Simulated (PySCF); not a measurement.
**Identify the compound**

The spectra below were simulated for a compound C6H7P.

$^{1}$H NMR (400 MHz, computed): δ 7.64 (m, 2H), 7.50 (m, 2H), 7.43 (m, 1H), 4.42 (m, 2H).

$^{13}$C{$^{1}$H} NMR (computed): δ 140.4 (C), 138.1 (CH, 2C), 135.1 (CH, 2C), 133.1 (CH).

[PySCF: geometry from PBE0-D3(BJ)/def2-TZVP; shielding tensors at B97-2/pcSseg-2 (GIAO); no solvent model; non-relativistic; one computed conformer; rapidly exchanging positions averaged]

Shifts are taken against calculated references (same method and geometry level): $^{1}$H and $^{13}$C vs TMS.

Q: Propose a structure and justify it.

A: 
- 4 carbon signals for 6 carbons: some carbons are equivalent by symmetry or fast rotation.
- Carbon types of the structure: 1 × C, 5 × CH, leaving 2 H on heteroatoms.
- δC 140.4: substituted aromatic carbon.
- δC 138.1, 135.1, 133.1: aromatic CH; the aromatic region.
- δH 7.64, 7.50, 7.43: hydrogen on an aromatic CH; aromatic region.
- δH 4.42: hydrogen on a phosphorus bonded to C.

These data were computed for `Pc1ccccc1`.

The shifts were computed for this structure.

Splittings by $^{31}$P in the carbon and heteronuclear signals aren't shown, as no couplings were computed. Shifts are as computed. Against solution values, carbons near 30 ppm lie about +3 ppm off and those near 130 ppm about +7 ppm. Of 1211 compounds with measured shifts, 218 miss one by over three times the rms of a fit or turn the order of signals round; such compounds aren't used in these exercises. No couplings were computed; multiplicities are counted from neighbouring protons, with m where these are inequivalent, close in shift, in a saturated or five-membered ring or joined by F or P, and br s for small geminal =CH2 splittings.
